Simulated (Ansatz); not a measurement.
Total energies of CH3BrOSi (`Br[SiH]1CO1`).

Cartesian coordinates in Å:
```
Br 0.374 -0.355 -2.595
Si -0.223 0.432 -0.637
C 0.049 -0.488 0.882
O 0.948 0.638 0.501
H -1.205 1.512 -0.821
H -0.502 -0.292 1.799
H 0.559 -1.448 0.871
```

Charge 0, multiplicity 1. Correlated methods include outer-core shells of Br, which these sets cover unevenly. Scalar relativity is left out up to krypton. The structure was optimised at the PBE0-D4/def2-TZVP level. Basis def2-TZVPP, Ansatz.

RPA on PBE orbitals: Hartree–Fock energy of these orbitals -2975.85523 Eh, correlation -1.24383 Eh (frozen core).

```
             functional  energy without D4 (Eh)  D4 term (kJ/mol)
                    PBE             -2978.20398             -15.3
                 revPBE             -2978.55297             -43.8
                   BLYP             -2978.86219             -33.6
                 r2SCAN             -2978.77099              -3.5
                   PBE0             -2978.32277             -12.9
                  B3LYP             -2978.91801             -25.0
                r2SCANh             -2978.76139              -3.7
                r2SCAN0             -2978.74819              -4.2
HSE06 (plane-wave form)             -2978.31528             -12.1
              CAM-B3LYP             -2978.95398             -13.2
                LC-ωPBE             -2978.35128                 –
                ωB97X-V             -2978.55118                 –
                 B2PLYP             -2978.28291                 –
               PBE-QIDH             -2977.91202                 –
```

Give the same for LDA (SPW92), B97M-V, BHLYP, ωB97M-V. (An estimate is asked.)

Computed: 
| functional | energy without D4 (Eh) | D4 term (kJ/mol) |
| --- | --- | --- |
| LDA (SPW92) | -2973.25108 | – |
| B97M-V | -2978.31247 | – |
| BHLYP | -2978.79688 | -20.6 |
| ωB97M-V | -2978.66741 | – |

B3LYP takes the VWN-RPA correlation (the form of Gaussian; ORCA's B3LYP/G). HSE06 is the plane-wave form, built on full-range PBE exchange. The double hybrids freeze the cores in their second-order part.

LC-ωPBE has ω = 0.4 bohr⁻¹.
